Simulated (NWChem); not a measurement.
Everything below was run with NWChem. System: O2Si, charge 0, spin multiplicity 1, displaced from the optimised geometry. Level: PBE/cc-pVDZ, spin-restricted.

The NWChem input:

```
start mol
memory heap 200 mb stack 900 mb global 1100 mb
geometry units angstroms nocenter noautoz noautosym
  O      0.000000     0.000000    -1.670205
  Si     0.000000     0.000000     0.000000
  O      0.000000     0.000000     1.518369
end
basis spherical
  * library cc-pvdz
end
dft
  xc xpbe96 cpbe96
  semidirect memsize 60000000 filesize 0
  iterations 100
end
task dft energy
```

Output (cleaned and shortened):

```
             Northwest Computational Chemistry Package (NWChem) 7.3.0
             --------------------------------------------------------

                                NWChem Input Module
                                -------------------

 Scaling coordinates for geometry "geometry" by  1.889725989
 (inverse scale =  0.529177249)

                             Geometry "geometry" -> ""
                             -------------------------

 Output coordinates in angstroms (scale by  1.889725989 to convert to a.u.)

  No.       Tag          Charge          X              Y              Z
 ---- ---------------- ---------- -------------- -------------- --------------
    1 O                    8.0000     0.00000000     0.00000000    -1.67020500
    2 Si                  14.0000     0.00000000     0.00000000     0.00000000
    3 O                    8.0000     0.00000000     0.00000000     1.51836900

 Effective nuclear repulsion energy (a.u.)      85.1407381621

            Nuclear Dipole moment (a.u.)
            ----------------------------
        X                 Y               Z
 ---------------- ---------------- ----------------
     0.0000000000     0.0000000000    -2.2954274816


 Summary of "ao basis" -> "" (spherical)
 ------------------------------------------------------------------------------
       Tag                 Description            Shells   Functions and Types
 ---------------- ------------------------------  ------  ---------------------
 *                          cc-pvdz                   on all atoms

  pbe96 is a nonlocal functional; adding pw91lda local functional.

                                 NWChem DFT Module
                                 -----------------

 Summary of "ao basis" -> "ao basis" (spherical)
 ------------------------------------------------------------------------------
       Tag                 Description            Shells   Functions and Types
 ---------------- ------------------------------  ------  ---------------------
 O                          cc-pvdz                  6       14   3s2p1d
 Si                         cc-pvdz                  8       18   4s3p1d

 Summary of "ao basis" -> "ao basis" (spherical)
 ------------------------------------------------------------------------------
       Tag                 Description            Shells   Functions and Types
 ---------------- ------------------------------  ------  ---------------------
 O                          cc-pvdz                  6       14   3s2p1d
 Si                         cc-pvdz                  8       18   4s3p1d

            General Information
            -------------------
          SCF calculation type: DFT
          Wavefunction type:  closed shell.
          No. of atoms     :     3
          No. of electrons :    30
           Alpha electrons :    15
            Beta electrons :    15
          Charge           :     0
          Spin multiplicity:     1
          Use of symmetry is: off; symmetry adaption is: off
          Maximum number of iterations: 100
          AO basis - number of functions:    46
                     number of shells:    20
          Convergence on energy requested:  1.00D-06
          Convergence on density requested:  1.00D-05
          Convergence on gradient requested:  5.00D-04

              XC Information
              --------------
          PerdewBurkeErnzerhof Exchange Functional  1.000
            Perdew 1991 LDA Correlation Functional  1.000 local
           PerdewBurkeErnz. Correlation Functional  1.000 non-local

             Grid Information
             ----------------
          Grid used for XC integration:  medium
          Radial quadrature: Mura-Knowles
          Angular quadrature: Lebedev.
          Tag              B.-S. Rad. Rad. Pts. Rad. Cut. Ang. Pts.
          ---              ---------- --------- --------- ---------
          O                   0.60       49           8.0       434
          Si                  1.10       88           6.0       590
          Grid pruning is: on
          Number of quadrature shells:   186
          Spatial weights used:  Erf1

          Convergence Information
          -----------------------
          Convergence aids based upon iterative change in
          total energy or number of iterations.
          Levelshifting, if invoked, occurs when the
          HOMO/LUMO gap drops below (HL_TOL):  1.00D-02
          DIIS, if invoked, will attempt to extrapolate
          using up to (NFOCK): 10 stored Fock matrices.

                    Damping( 0%)  Levelshifting(0.5)       DIIS
                  --------------- ------------------- ---------------
          dE  on:    start            ASAP                start
          dE off:    2 iters        100 iters           100 iters

      Screening Tolerance Information
      -------------------------------
          Density screening/tol_rho:  1.00D-10
          AO Gaussian exp screening on grid/accAOfunc:  14
          CD Gaussian exp screening on grid/accCDfunc:  20
          XC Gaussian exp screening on grid/accXCfunc:  20
          Schwarz screening/accCoul:  1.00D-08

      Superposition of Atomic Density Guess
      -------------------------------------

 Sum of atomic energies:        -438.36261013

      Non-variational initial energy
      ------------------------------

 Total energy =    -438.443720
 1-e energy   =    -776.120028
 2-e energy   =     252.535570
 HOMO         =      -0.457495
 LUMO         =      -0.146661

------------------------------------------------------------
EAF file 0: "./mol.aoints.0" size=524288 bytes
------------------------------------------------------------
               write      read    awrite     aread      wait
               -----      ----    ------     -----      ----
     calls:        1         0         0         0         0
   data(b): 5.24e+05  0.00e+00  0.00e+00  0.00e+00
   time(s): 0.00e+00  0.00e+00  0.00e+00  0.00e+00  0.00e+00
rate(mb/s): 0.00e+00  0.00e+00
------------------------------------------------------------

   convergence    iter        energy       DeltaE   RMS-Dens  Diis-err    time
 ---------------- ----- ----------------- --------- --------- ---------  ------
 d= 0,ls=0.0,diis     1   -439.4054820195 -5.25D+02  5.62D-02  1.54D+00     3.5
 d= 0,ls=0.0,diis     2   -437.2511246457  2.15D+00  4.33D-02  1.80D+01     3.6
 d= 0,ls=0.0,diis     3   -439.3648946090 -2.11D+00  1.70D-02  2.43D+00     3.8
 d= 0,ls=0.0,diis     4   -439.6121479075 -2.47D-01  3.68D-03  1.80D-01     3.9
 d= 0,ls=0.0,diis     5   -439.6309944747 -1.88D-02  6.13D-04  2.65D-03     4.1
  Resetting Diis
 d= 0,ls=0.0,diis     6   -439.6312094706 -2.15D-04  2.75D-04  3.69D-04     4.2
 d= 0,ls=0.0,diis     7   -439.6312565486 -4.71D-05  1.90D-04  1.34D-05     4.3
 d= 0,ls=0.0,diis     8   -439.6312258538  3.07D-05  1.51D-04  2.94D-04     4.5
 d= 0,ls=0.0,diis     9   -439.6312574941 -3.16D-05  2.85D-05  7.18D-06     4.6
 d= 0,ls=0.0,diis    10   -439.6312581355 -6.41D-07  1.07D-05  9.56D-07     4.8
 d= 0,ls=0.0,diis    11   -439.6312582548 -1.19D-07  8.08D-07  5.36D-09     4.9

         Total DFT energy =     -439.631258254848
      One electron energy =     -777.249693199979
           Coulomb energy =      290.183409758106
    Exchange-Corr. energy =      -37.705712975037
 Nuclear repulsion energy =       85.140738162062

 Numeric. integr. density =       29.999997223537

     Total iterative time =      3.2s

                       DFT Final Molecular Orbital Analysis
                       ------------------------------------

 Vector   13  Occ=2.000000D+00  E=-3.307173D-01
              MO Center= -1.5D-09,  1.5D-09,  7.9D-01, r^2= 2.0D+00
   Bfn.  Coefficient  Atom+Function         Bfn.  Coefficient  Atom+Function
  ----- ------------  ---------------      ----- ------------  ---------------
    36      0.359058  3 O  px                37     -0.344031  3 O  py
    39      0.233177  3 O  px                40     -0.223418  3 O  py
    22      0.208799  2 Si px                23     -0.200061  2 Si py
     4      0.144968  1 O  px                 5     -0.138901  1 O  py
    25      0.135316  2 Si px                26     -0.129653  2 Si py

 Vector   14  Occ=2.000000D+00  E=-2.807569D-01
              MO Center=  8.1D-10, -7.8D-10, -9.5D-01, r^2= 2.2D+00
   Bfn.  Coefficient  Atom+Function         Bfn.  Coefficient  Atom+Function
  ----- ------------  ---------------      ----- ------------  ---------------
     4      0.393658  1 O  px                 5     -0.381599  1 O  py
     7      0.269393  1 O  px                 8     -0.261141  1 O  py
    36     -0.208958  3 O  px                37      0.202557  3 O  py
    39     -0.139950  3 O  px                40      0.135663  3 O  py
    31      0.103746  2 Si d  1              29      0.100568  2 Si d -1

 Vector   15  Occ=2.000000D+00  E=-2.807569D-01
              MO Center= -2.4D-11,  3.3D-12, -9.5D-01, r^2= 2.2D+00
   Bfn.  Coefficient  Atom+Function         Bfn.  Coefficient  Atom+Function
  ----- ------------  ---------------      ----- ------------  ---------------
     5      0.393658  1 O  py                 4      0.381599  1 O  px
     8      0.269393  1 O  py                 7      0.261141  1 O  px
    37     -0.208958  3 O  py                36     -0.202557  3 O  px
    40     -0.139950  3 O  py                39     -0.135663  3 O  px
    29     -0.103746  2 Si d -1              31      0.100568  2 Si d  1

 Vector   16  Occ=0.000000D+00  E=-1.582954D-01
              MO Center=  4.1D-09, -4.0D-09, -1.5D-01, r^2= 2.6D+00
   Bfn.  Coefficient  Atom+Function         Bfn.  Coefficient  Atom+Function
  ----- ------------  ---------------      ----- ------------  ---------------
    18      0.747617  2 Si s                  6     -0.368982  1 O  pz
    38      0.317162  3 O  pz                30     -0.258078  2 Si d  0
     9     -0.248053  1 O  pz                17      0.207981  2 Si s
    41      0.197864  3 O  pz                35     -0.114826  3 O  s
     3     -0.113216  1 O  s                 34     -0.072050  3 O  s

 Vector   17  Occ=0.000000D+00  E=-7.083342D-02
              MO Center= -6.2D-09,  5.9D-09, -4.1D-02, r^2= 2.7D+00
   Bfn.  Coefficient  Atom+Function         Bfn.  Coefficient  Atom+Function
  ----- ------------  ---------------      ----- ------------  ---------------
    25      0.418902  2 Si px                26     -0.404420  2 Si py
    22      0.361329  2 Si px                23     -0.348837  2 Si py
    36     -0.229157  3 O  px                 4     -0.221806  1 O  px
    37      0.221235  3 O  py                39     -0.215841  3 O  px
     5      0.214138  1 O  py                40      0.208379  3 O  py

 Vector   18  Occ=0.000000D+00  E=-7.083342D-02
              MO Center=  2.0D-11, -2.4D-11, -4.1D-02, r^2= 2.7D+00
   Bfn.  Coefficient  Atom+Function         Bfn.  Coefficient  Atom+Function
  ----- ------------  ---------------      ----- ------------  ---------------
    26      0.418902  2 Si py                25      0.404420  2 Si px
    23      0.361329  2 Si py                22      0.348837  2 Si px
    37     -0.229157  3 O  py                 5     -0.221806  1 O  py
    36     -0.221235  3 O  px                40     -0.215841  3 O  py
     4     -0.214138  1 O  px                39     -0.208379  3 O  px

 center of mass
 --------------
 x =   0.00000000 y =   0.00000000 z =  -0.07653232

 moments of inertia (a.u.)
 ------------------
         290.670981034922           0.000000000000           0.000000000000
           0.000000000000         290.670981034922           0.000000000000
           0.000000000000           0.000000000000           0.000000000000

     Multipole analysis of the density
     ---------------------------------

     L   x y z        total         alpha         beta         nuclear
     -   - - -        -----         -----         ----         -------
     0   0 0 0     -0.000000    -15.000000    -15.000000     30.000000

     1   1 0 0      0.000000      0.000000      0.000000      0.000000
     1   0 1 0     -0.000000     -0.000000     -0.000000      0.000000
     1   0 0 1      0.121404      1.208416      1.208416     -2.295427

     2   2 0 0    -15.194391     -7.597195     -7.597195      0.000000
     2   1 1 0     -0.000000     -0.000000     -0.000000      0.000000
     2   1 0 1      0.000000      0.000000      0.000000      0.000000
     2   0 2 0    -15.194391     -7.597195     -7.597195      0.000000
     2   0 1 1     -0.000000     -0.000000     -0.000000      0.000000
     2   0 0 2    -22.459582    -84.008498    -84.008498    145.557414

 Task  times  cpu:        4.9s     wall:        4.9s

 Total times  cpu:        4.9s     wall:        4.9s
```
